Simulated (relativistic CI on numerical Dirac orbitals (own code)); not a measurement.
One change at a time: Pr3+

Base calculation: Dirac-Coulomb-Breit CI, orbitals from a KLI potential per configuration, QED by a radiative potential, valence Slater integrals scaled by 0.85, P86 correlation energy added to each configuration.

Configurations in the expansion (outside the closed core [Kr] 4d10 5s2): 4f²5p⁶, 4f5p⁶5d, 4f5p⁶6s, 4f²5p⁵5d, 4f5p⁶6p, 4f³5p⁵, 4f5p⁶6d, 4f5p⁶7s, 4f5p⁶5f, 4f5p⁶7p, 4f²5p⁵6s, 4f5p⁶6f, 5p⁶5d², 5p⁵5d³, 5p⁶5d6s, 5p⁵5d²6s, 5p⁶5f², 5p⁵5d5f². Double excitations out of closed p, d and f shells are left out; levels of such configurations are missing from the list, as are those of other unlisted configurations, and high levels can miss mixing partners.

The lowest level and the first level of each name with at least 55 % of one term (blank where a level has no safe partner in the second run):

| Level | Base (cm⁻¹) | Shift (cm⁻¹) |
| --- | --- | --- |
| 4f²5p⁶ ³H4 | 0.0 | 0.0 |
| 4f²5p⁶ ³H5 | 2019.2 | +16.1 |
| 4f²5p⁶ ³H6 | 4126.8 | +6.2 |
| 4f²5p⁶ ³F2 | 5463.4 | -501.3 |
| 4f²5p⁶ ³F3 | 6756.1 | -477.8 |
| 4f²5p⁶ ¹D2 | 18841.0 | -1766.0 |
| 4f²5p⁶ ¹I6 | 23086.8 | -2277.4 |
| 4f²5p⁶ ³P0 | 23569.7 | -2372.2 |
| 4f²5p⁶ ³P1 | 24113.2 | -2339.9 |
| 4f²5p⁶ ³P2 | 25110.5 | -2291.6 |
| 4f²5p⁶ ¹S0 | 51490.2 | -5341.1 |
| 4f5p⁶5d ¹G°4 | 56153.5 | -6.6 |
| 4f5p⁶5d ³F°2 | 56369.3 | -85.5 |
| 4f5p⁶5d ³G°3 | 57796.1 | -151.3 |

Correlation outside the listed configurations is missing or only estimated: errors of thousands of cm⁻¹ between configurations and terms are usual at this charge. Rates and lifetimes follow the computed energies and can be off by large factors. The fine structure of a lone outer electron comes out too small, for d and f at times inverted, and misplaced configurations move strength between like terms. 41 of the 45 excited levels that our extract of the measured tables holds in this range could be paired (the sources list more); they are missed by 2808 cm⁻¹ on average and 5867 at most, and levels without a partner can miss by more. Some levels of the ground configuration have no partner and can miss by 10 % or more.

**Question.** One thing was changed in a second run, which moved the levels as shown. Which?
A. Slater integrals left unscaled
B. Breit term removed
C. configuration mixing switched off
D. valence Slater integrals scaled by 0.75
E. QED terms removed

**Answer.** D. Valence Slater integrals scaled by 0.75. Scaling acts on the splittings between terms and on the mixing, and leaves the fine structure of pure LS terms nearly alone; in jj coupling it moves the levels of one term differently.

LS names give the leading component of a level, which can be under half, so a name can repeat, a term be missing and a line seem to break the LS rules.
